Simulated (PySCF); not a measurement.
4-tert-butylpyridine (C9H13N), SMILES CC(C)(C)c1ccncc1. Atoms are numbered in the order given.

```xyz
23

C      1.4155    -2.0454     0.0000
C      0.0066    -1.4523     0.0000
C     -0.7310    -1.9407    -1.2552
C     -0.7310    -1.9407     1.2552
C      0.0285     0.0747     0.0000
C      1.2052     0.8281     0.0000
C      1.1334     2.2223     0.0000
N     -0.0045     2.9067     0.0000
C     -1.1307     2.1960     0.0000
C     -1.1678     0.8053     0.0000
H      1.9858    -1.7443    -0.8920
H      1.9858    -1.7443     0.8920
H      1.3557    -3.1442     0.0000
H     -1.7681    -1.5759    -1.2878
H     -0.7619    -3.0415    -1.2749
H     -0.2240    -1.5957    -2.1692
H     -0.7619    -3.0415     1.2749
H     -1.7681    -1.5759     1.2878
H     -0.2240    -1.5957     2.1692
H      2.1850     0.3498     0.0000
H      2.0582     2.8118     0.0000
H     -2.0675     2.7659     0.0000
H     -2.1360     0.2994     0.0000
```

Geometry optimised at PBE0-D3(BJ)/def2-SVP.

Level of theory: PySCF with HF/pcSseg-1.

GIAO shieldings, no solvent; atoms listed in one row are averaged. δ = σ(ref) − σ: ¹³C against TMS (σ = 192.6 ppm); ¹⁵N against NH3 (σ = 267.3 ppm); ¹H against TMS (σ = 31.99 ppm), references at their B3LYP-D3(BJ)/def2-TZVP geometries, non-relativistic.

Estimate the chemical shifts. (An estimate is asked for; the answer gives what the named calculation found.)


| nucleus | atoms | count | δ (ppm) |
|---|---|---|---|
| ¹³C | C5 | 1 | 172.0 |
| ¹³C | C7, C9 | 2 | 161.6 |
| ¹³C | C10 | 1 | 127.8 |
| ¹³C | C6 | 1 | 124.3 |
| ¹³C | C4, C3 | 2 | 33.6 |
| ¹³C | C2 | 1 | 30.0 |
| ¹³C | C1 | 1 | 29.4 |
| ¹⁵N | N8 | 1 | 360.2 |
| ¹H | H21, H22 | 2 | 9.06 |
| ¹H | H23 | 1 | 7.48 |
| ¹H | H20 | 1 | 7.34 |
| ¹H | H11, H12, H13 | 3 | 1.65 |
| ¹H | H17, H18, H19, H14, H15, H16 | 6 | 1.51 |
